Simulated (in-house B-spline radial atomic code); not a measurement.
Atomic self-consistent-field run: the fluorine ion F⁵⁺ (an excited or competing configuration). Level of theory: Dirac-Hartree-Fock, average of configuration, Fermi nucleus of rms radius 2.8976 fm; calculated with a radial B-spline atomic code at the basis-set limit.

Command:
```bash
python run_scf.py task.json out
```
Settings (nuclear radius in fm, mass in u):
```
Z                9
configuration    [He] 2s1 4f1
hamiltonian      dirac
method           hf
spin_polarised   False
nucleus          fermi
rms_radius       2.8976
atomic_mass      18.9984
speed_of_light   137.035999084
```

Output (hartree, bohr):
```
 radial grid: 69 intervals, B-splines of order 8, outer radius 18.2456 bohr

 iter        energy (Eh)    residual
    1        -82.6776267    5.62e-01
    2        -83.4923878    9.21e-03
    3        -83.4926534    4.51e-03
    4        -83.4927172    2.21e-03
    5        -83.4927376    7.37e-05
    6        -83.4927376    1.47e-06
    7        -83.4927376    2.92e-09

 total energy                      -83.492738
 kinetic                             83.66678
 electron-nucleus                  -176.77890
 electron-electron                    9.61938

 first-order corrections (not in the total)
   Gaunt                            0.00941
   retardation                     -0.00008
   frequency dependence             0.00000
   self-energy                      0.00769
   Uehling                         -0.00039
   Wichmann-Kroll                   0.00000
   recoil                           0.00241

 orbital      occ     eigenvalue          <r>       <r^2>       <1/r>       <r^4>     <1/r^2>       r_max    small
 1s1/2      2.000      -33.16020     0.174018    0.040651     8.69493  0.00422813     153.057      0.1142  1.00e-03
 2s1/2      1.000       -6.42651     0.776975    0.704296     1.87589    0.824464     14.2637      0.6633  1.86e-04
 4f5/2      0.429       -1.12648      2.99166     9.94967    0.376363     145.403    0.162113       2.659  3.02e-05
 4f7/2      0.571       -1.12643      2.99186      9.9509    0.376332     145.435    0.162082       2.659  3.02e-05
```

Cost of the run: 0.44 s on 1 thread of Arm Neoverse V2 (shared host).

For the Dirac Hamiltonian the kinetic term is c α·p + (β - 1)c².
